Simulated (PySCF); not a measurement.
## Which determinant of CdN lies lowest?

Unrestricted PBE0; PySCF, scalar-relativistic core potentials, basis sets Cd cc-pVDZ-PP with ECP28, N cc-pVDZ. Outer shells of the fragments: Cd 4d10 5s2; N 2s2 2p3.

Followed along the bond (rough minima from three points):

```
2Ms+1   unpaired  ⟨S²⟩ at the start  R at minimum (Å)  Te (eV)
    4  σ ↑, π ↑↑               3.77              2.45     0.00
    2  σ ↓, π ↑↑               1.76              2.20     0.60
    2  σ ↑, π ↑↓               1.76              2.26     0.92
    2        π ↑               1.11              2.01     1.16
```

Solutions found at the starting distance of 2.055 Å, counted from the lowest of them; the search is not exhaustive and high or unbound solutions are not listed, so other states can lie among these:

```tsv
2Ms+1	unpaired	term	E (eV)	⟨S²⟩	⟨Lz²⟩	μ (D)
4	σ ↑, π ↑↑	⁴Σ⁻	0.00	3.77	0.00	-0.85
2	σ ↓, π ↑↑	mixed	0.45	1.76	0.00	-1.43
2	σ ↑, π ↑↓	mixed	0.81	1.76	2.01	-1.19
2	π ↑	mixed	0.95	1.11	1.01	-3.64
4	σ ↑↑, π ↑	⁴Π	2.08	3.76	1.02	-2.60
2	σ ↑	mixed	2.51	0.76	2.00	-1.27
4	π ↑↑↑	⁴Π	3.63	3.79	1.00	-1.91
2	π ↑	²Π	4.47	0.75	1.01	3.39
```

A term symbol is given only where ⟨S²⟩ and ⟨Lz²⟩ are close to those of a pure state; real π, δ and φ orbitals otherwise mix terms. A positive dipole means Cd(−)N(+).

**Question.** Compare the gap between the two lowest followed solutions at the starting distance with the gap between their minima.

**Answer.** At PBE0 the second solution (Ms = 0.5 of mixed spin, unpaired electrons σ ↓, π ↑↑) lies +0.45 eV from the first (quartet, unpaired electrons σ ↑, π ↑↑) at 2.055 Å and +0.60 eV at the minima; the two curves relax by different amounts, since their minima lie near 2.20 and 2.45 Å.

Spin–orbit coupling is left out.
